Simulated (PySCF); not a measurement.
NMR data simulated for an unnamed compound:

1H NMR (300 MHz, computed): δ 5.77 (m, 1H), 5.67 (m, 1H), 5.53 (s, 1H), 4.64 (d, 2H), 2.21 (s, 3H), 2.12 (t, 1H).

13C{1H} NMR (computed): δ 172.0 (C), 152.5 (C), 126.1 (CH2), 121.7 (C), 114.2 (CH), 107.6 (CH), 85.3 (C), 26.3 (CH3).

Single conformer, no relativistic terms, no solvent model, fast rotation and ring inversion assumed for equivalent nuclei. Geometry: GFN2-xTB; shieldings: GIAO PBE0/pcSseg-1; PySCF 2.14.

References, each an isolated molecule treated in the same way: 1H (σref 31.72) and 13C (σref 186.93) against TMS.

Which of these does the molecule contain: a ketone, an S-methyl group, a Si–H bond, a non-aromatic C=C double bond, an amide, a C≡C triple bond?

## Answers


- A ketone: no.
- An S-methyl group: no.
- A Si–H bond: yes (δH 4.64 (d)).
- A non-aromatic C=C double bond: yes.
- An amide: no.
- A C≡C triple bond: yes (δC 107.6, 85.3; δH 2.12 (t)).

The data belong to SMILES C#C[SiH2]/C(=C/C#N)C(=C)C, C$_{8}$H$_{9}$NSi; they needn't prove each group on their own.

Carbon signals by region: 1 in the far downfield region (above 160 ppm), 5 in the sp2 and nitrile region (100–160 ppm), 1 at 50–100 ppm, 1 below 50 ppm. Above 160 ppm: 172.0, fully substituted alkene carbon.

Shifts are as computed. Against solution values, carbons near 30 ppm lie about +3 ppm off and those near 130 ppm about +5 ppm. Of 1309 compounds with measured shifts, 239 miss one by over three times the rms of a fit or turn the order of signals round; such compounds aren't used in these exercises. No couplings were computed; multiplicities are counted from neighbouring protons, with m where these are inequivalent, close in shift, in a saturated or five-membered ring or joined by F or P, and br s for small geminal =CH2 splittings.
